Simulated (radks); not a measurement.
Results of a calculation; reference values are marked as such.
Question: The table gives one normalised radial function P(r) = r R(r) (large component) of W47+ in [Ar] 3d9 (r in bohr). Level of theory: Dirac Kohn-Sham, PBE, spin-unpolarised, spherical densities, point nucleus; open shells are shared between the two j in proportion to 2j + 1 (a radial shooting solver on a logarithmic mesh with Libxc functionals).

r,P
0.001384,0.4053
0.001967,0.5181
0.00282,0.6503
0.004009,0.7843
0.005747,0.8984
0.008171,0.9380
0.01171,0.8267
0.01665,0.4816
0.02387,-0.1576
0.03394,-0.9429
0.04865,-1.4875
0.06917,-1.1459
0.09915,0.3575
0.141,2.0769
0.2021,2.5028
0.2873,1.4375
0.4118,0.3587
0.5856,0.0322
0.8394,0.0006
1.193,0.0000

Which n and l does it have? It may be an empty orbital.

Answer: n = 3, l = 0: the number of nodes gives n - l - 1 = 2, the rise at small r points to l (this Dirac orbital starts as r^gamma with gamma = sqrt((l + 1)^2 - (Z/c)^2) = 0.84; the j = 1/2 orbital of l + 1 starts with the same power, but with a smaller coefficient, and then steepens), and the extent must fit the shell. The curve is that of 3s1/2. 3s1/2: eigenvalue -5073.6 eV, 2 radial nodes at r = 0.0221, 0.0925 bohr, <r> = 0.196 bohr, 90 % of the charge inside 0.286 bohr.
